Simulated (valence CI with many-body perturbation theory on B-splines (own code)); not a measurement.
## E1 transitions of Lu56+

Calculated by configuration interaction combined with many-body perturbation theory (CI+MBPT): five valence electrons over a frozen Dirac-Fock core [Ne], radial functions for each j: 11 s, 11 p, 10 d, 8 f, 5 g, 2 h, with the one-electron correlation potential Σ1 (screened to all orders), the two-electron term Σ2, the three-electron term Σ3, Breit, model QED; selected single and double excitations, second order for the rest, scaled by the run's own slope (own B-spline code, finite nucleus).

No measured spectrum was set against this ion. As an estimate, large intervals hold to a few tenths of a per cent, small ones and those within an open d or f shell to about a per cent. Among the levels kept, up to 3000 cm⁻¹ of a level comes from second order outside the variational space, and about a tenth of that is noise between levels of different J, which matters for small intervals.

Lines 201 to 250 of 555 in falling wavelength, among levels below 9551.3 × 10³ cm⁻¹, chosen from the strongest by gf and those to the six lowest levels. Wavelengths and rates use the calculated energies. Electric multipoles are in the length gauge, E1 and E2 with the static RPA response of the core. Weak lines are less certain than strong ones. Lines between different terms over intervals too small for the method are left out, as are lines whose strength nearly cancels. The highest levels of a list are the least certain.

Levels are named by their leading jj configuration (3d3/2^4 stands for four electrons in 3d with j = 3/2), which in mixed levels can hold well under half, so a name can repeat and another be missing. Letters in brackets count levels of one name in rising energy.

| λ vac (Å) | Upper | Lower | A (s⁻¹) | log gf | Branch % |
| --- | --- | --- | --- | --- | --- |
| 39.60 | (3s^2 3p1/2 3d5/2^2) J=3/2 | (3s^2 3p1/2 3p3/2 3d5/2) J=5/2 [a] | 8.77e+10 | -1.08 | 14.5 |
| 39.60 | (3s^2 3p3/2^2 3d5/2) J=3/2 | (3s^2 3p3/2^3) J=3/2 | 5.44e+11 | -0.29 | 90.5 |
| 39.59 | (3s 3p1/2^2 3d5/2^2) J=5/2 | (3s 3p1/2^2 3p3/2 3d5/2) J=5/2 [a] | 2.58e+11 | -0.44 | 54.7 |
| 39.57 | (3s 3p1/2 3p3/2^2 3d5/2) J=3/2 [e] | (3s 3p1/2 3p3/2^3) J=3/2 [b] | 2.05e+11 | -0.71 | 9.7 |
| 39.54 | (3s^2 3p1/2 3d5/2^2) J=5/2 | (3s^2 3p1/2 3p3/2 3d5/2) J=5/2 [a] | 2.85e+11 | -0.40 | 58.6 |
| 39.50 | (3s 3p1/2 3p3/2^2 3d5/2) J=7/2 [e] | (3s 3p1/2 3p3/2^3) J=5/2 | 4.11e+11 | -0.11 | 24.8 |
| 39.49 | (3s^2 3p3/2 3d3/2 3d5/2) J=5/2 [c] | (3s^2 3p3/2^2 3d3/2) J=3/2 [a] | 2.92e+11 | -0.39 | 8.1 |
| 39.38 | (3s 3p1/2 3p3/2^2 3d5/2) J=3/2 [b] | (3s 3p1/2 3p3/2^3) J=3/2 [a] | 3.28e+11 | -0.52 | 26.9 |
| 39.35 | (3s^2 3p3/2 3d5/2^2) J=1/2 | (3s^2 3p3/2^2 3d5/2) J=1/2 | 6.53e+11 | -0.52 | 84.0 |
| 39.34 | (3s^2 3p1/2 3p3/2 3d5/2) J=3/2 [b] | (3s^2 3p1/2 3p3/2^2) J=5/2 | 5.86e+10 | -1.26 | 19.0 |
| 39.33 | (3s 3p1/2^2 3d5/2^2) J=3/2 | (3s 3p1/2^2 3p3/2 3d5/2) J=3/2 [a] | 1.47e+11 | -0.87 | 30.4 |
| 39.28 | (3s 3p1/2 3p3/2^2 3d5/2) J=3/2 [e] | (3s 3p1/2 3p3/2^3) J=1/2 | 5.50e+11 | -0.29 | 25.9 |
| 39.19 | (3s 3p1/2 3p3/2^2 3d5/2) J=5/2 [e] | (3s 3p1/2 3p3/2^3) J=5/2 | 3.15e+11 | -0.36 | 22.9 |
| 39.16 | (3s^2 3p1/2 3d5/2^2) J=3/2 | (3s^2 3p1/2 3p3/2 3d5/2) J=3/2 [a] | 3.46e+11 | -0.50 | 57.3 |
| 39.12 | (3s 3p1/2^2 3d5/2^2) J=9/2 | (3s 3p1/2^2 3p3/2 3d5/2) J=9/2 | 1.02e+11 | -0.63 | 26.0 |
| 39.07 | (3s^2 3p3/2 3d3/2 3d5/2) J=5/2 [c] | (3s^2 3p3/2^2 3d3/2) J=5/2 | 2.02e+11 | -0.56 | 5.6 |
| 39.04 | (3s^2 3p1/2 3p3/2 3d5/2) J=5/2 [b] | (3s^2 3p1/2 3p3/2^2) J=3/2 | 5.26e+11 | -0.14 | 83.4 |
| 38.98 | (3s 3p1/2 3p3/2^2 3d5/2) J=5/2 [c] | (3s 3p1/2 3p3/2^3) J=3/2 [a] | 3.28e+11 | -0.35 | 24.0 |
| 38.96 | (3s 3p1/2^2 3d3/2 3d5/2) J=7/2 [b] | (3s 3p1/2^2 3p3/2 3d3/2) J=7/2 | 3.53e+10 | -1.19 | 12.3 |
| 38.94 | (3s^2 3p3/2^2 3d5/2) J=5/2 [b] | (3s^2 3p3/2^3) J=3/2 | 7.40e+11 | 0.00 | 98.9 |
| 38.93 | (3s^2 3p1/2 3d5/2^2) J=7/2 | (3s^2 3p1/2 3p3/2 3d5/2) J=7/2 [a] | 1.27e+11 | -0.64 | 23.1 |
| 38.92 | (3s 3p1/2^2 3d5/2^2) J=7/2 | (3s 3p1/2^2 3p3/2 3d5/2) J=5/2 [a] | 2.87e+10 | -1.28 | 6.8 |
| 38.83 | (3s^2 3p3/2 3d3/2 3d5/2) J=9/2 [b] | (3s^2 3p3/2^2 3d3/2) J=7/2 | 6.82e+11 | 0.19 | 27.6 |
| 38.75 | (3s^2 3p3/2 3d3/2 3d5/2) J=3/2 [c] | (3s^2 3p3/2^2 3d3/2) J=1/2 | 4.47e+11 | -0.40 | 11.9 |
| 38.66 | (3s 3p1/2^2 3p3/2 3d5/2) J=7/2 [b] | (3s 3p1/2^2 3p3/2^2) J=5/2 | 1.39e+11 | -0.60 | 15.4 |
| 38.58 | (3s^2 3p3/2 3d3/2 3d5/2) J=3/2 [c] | (3s^2 3p3/2^2 3d3/2) J=3/2 [a] | 1.87e+11 | -0.78 | 5.0 |
| 38.56 | (3s 3p1/2^2 3d3/2 3d5/2) J=5/2 [b] | (3s 3p1/2^2 3p3/2 3d3/2) J=5/2 [a] | 7.65e+10 | -0.99 | 27.0 |
| 38.16 | (3s^2 3p3/2 3d3/2 3d5/2) J=5/2 [d] | (3s^2 3p3/2^2 3d3/2) J=3/2 [a] | 8.43e+10 | -0.96 | 3.7 |
| 38.09 | (3s 3p1/2 3p3/2^2 3d5/2) J=3/2 [d] | (3s 3p1/2 3p3/2^3) J=5/2 | 7.06e+10 | -1.21 | 2.2 |
| 38.07 | (3s 3p1/2 3p3/2^2 3d5/2) J=5/2 [d] | (3s 3p1/2 3p3/2^3) J=3/2 [a] | 5.27e+10 | -1.16 | 2.8 |
| 37.71 | (3s^2 3p3/2 3d3/2 3d5/2) J=5/2 [d] | (3s^2 3p3/2^2 3d3/2) J=7/2 | 6.90e+10 | -1.05 | 3.0 |
| 37.64 | (3s^2 3p3/2 3d3/2^2) J=3/2 [b] | (3s 3p1/2 3p3/2^3) J=5/2 | 5.77e+10 | -1.31 | 1.2 |
| 37.55 | (3s^2 3p1/2 3p3/2 3d5/2) J=1/2 | (3s^2 3p1/2 3p3/2^2) J=3/2 | 6.36e+10 | -1.57 | 14.5 |
| 37.20 | (3s 3p1/2 3p3/2^2 3d5/2) J=5/2 [e] | (3s 3p1/2 3p3/2^3) J=3/2 [a] | 7.76e+10 | -1.02 | 5.6 |
| 34.62 | (3s 3p1/2^2 3p3/2 3d3/2) J=5/2 [a] | (3s^2 3p1/2^2 3d5/2) J=5/2 | 2.74e+08 | -3.53 | 0.7 |
| 33.70 | (3s 3p1/2^2 3p3/2 3d3/2) J=7/2 | (3s^2 3p1/2^2 3d5/2) J=5/2 | 1.09e+10 | -1.83 | 30.0 |
| 33.31 | (3s 3p1/2 3p3/2^2 3d3/2) J=7/2 [b] | (3s^2 3p1/2 3p3/2 3d5/2) J=5/2 [b] | 3.46e+10 | -1.34 | 2.0 |
| 33.26 | (3p1/2^2 3p3/2^2 3d3/2) J=7/2 | (3s 3p1/2^2 3p3/2 3d5/2) J=5/2 [b] | 3.46e+10 | -1.34 | 2.0 |
| 32.16 | (3s 3p1/2^2 3p3/2 3d3/2) J=3/2 [b] | (3s^2 3p1/2^2 3d5/2) J=5/2 | 4.41e+09 | -2.56 | 0.9 |
| 31.25 | (3s 3p1/2^2 3p3/2 3d3/2) J=5/2 [b] | (3s^2 3p1/2^2 3d5/2) J=5/2 | 5.42e+09 | -2.32 | 0.6 |
| 30.95 | (3s 3p1/2 3p3/2^2 3d5/2) J=7/2 [a] | (3s^2 3p1/2 3p3/2 3d5/2) J=5/2 [b] | 1.34e+11 | -0.81 | 20.0 |
| 29.64 | (3s 3p1/2 3p3/2^2 3d5/2) J=9/2 [b] | (3s^2 3p1/2 3p3/2 3d5/2) J=7/2 [b] | 1.72e+11 | -0.64 | 42.6 |
| 29.47 | (3s 3p1/2 3p3/2^2 3d5/2) J=7/2 [a] | (3s^2 3p1/2 3p3/2 3d5/2) J=5/2 [a] | 4.99e+10 | -1.28 | 7.4 |
| 29.19 | (3s 3p1/2 3p3/2^2 3d3/2) J=5/2 [b] | (3s^2 3p1/2 3p3/2 3d3/2) J=3/2 [b] | 1.70e+11 | -0.89 | 8.1 |
| 29.04 | (3s 3p1/2 3p3/2^3) J=3/2 [a] | (3s^2 3p1/2 3p3/2^2) J=1/2 | 2.16e+10 | -1.96 | 2.5 |
| 28.99 | (3s^2 3p1/2 3d3/2^2) J=5/2 | (3s^2 3p1/2^2 3d5/2) J=5/2 | 3.43e+08 | -3.59 | 0.0 |
| 28.93 | (3s 3p1/2 3p3/2^2 3d5/2) J=1/2 [b] | (3s^2 3p1/2 3p3/2 3d5/2) J=3/2 [b] | 2.98e+11 | -1.13 | 24.7 |
| 28.86 | (3s 3p1/2 3p3/2^2 3d5/2) J=9/2 [a] | (3s^2 3p1/2 3p3/2 3d5/2) J=7/2 [a] | 3.17e+11 | -0.40 | 94.8 |
| 28.73 | (3s 3p1/2 3p3/2^2 3d3/2) J=1/2 [a] | (3s^2 3p1/2 3p3/2 3d3/2) J=1/2 [a] | 4.89e+11 | -0.92 | 81.6 |
| 28.70 | (3s 3p1/2 3p3/2 3d3/2^2) J=7/2 | (3s^2 3p1/2 3d3/2^2) J=5/2 | 4.63e+10 | -1.34 | 10.0 |
